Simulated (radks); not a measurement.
The numbers below are computed, except where a source is named.
Task: Ionisation of the titanium ion Ti+, [Ar] 3d2 4s1, to Ti2+, [Ar] 3d2, under several functionals. Non-relativistic Kohn-Sham, spin-polarised, spherical densities, point nucleus; open shells are filled with parallel spins first; a radial shooting solver on a logarithmic mesh with Libxc functionals. The NIST Atomic Spectra Database gives 13.576 eV (measured). Rank these functionals by the error of their Delta-SCF ionisation energy: SOGGA; LDA (Slater exchange, Perdew-Wang correlation); Wu-Cohen GGA; RPBE; exchange-only PBE; OLYP; PBE; exchange-only B88; Tao-Mo meta-GGA; PBEsol; TASK exchange with Perdew-Wang LDA correlation.

Result: From best to worst: OLYP 13.563 eV (-0.012); exchange-only B88 13.692 eV (+0.116); exchange-only PBE 13.726 eV (+0.151); Tao-Mo meta-GGA 13.800 eV (+0.225); SOGGA 13.832 eV (+0.256); RPBE 13.843 eV (+0.268); PBEsol 13.916 eV (+0.341); TASK exchange with Perdew-Wang LDA correlation 13.223 eV (-0.353); Wu-Cohen GGA 13.952 eV (+0.377); PBE 13.963 eV (+0.387); LDA (Slater exchange, Perdew-Wang correlation) 14.151 eV (+0.575). Open shells are spherical and high-spin; term and fine-structure splittings are not resolved.
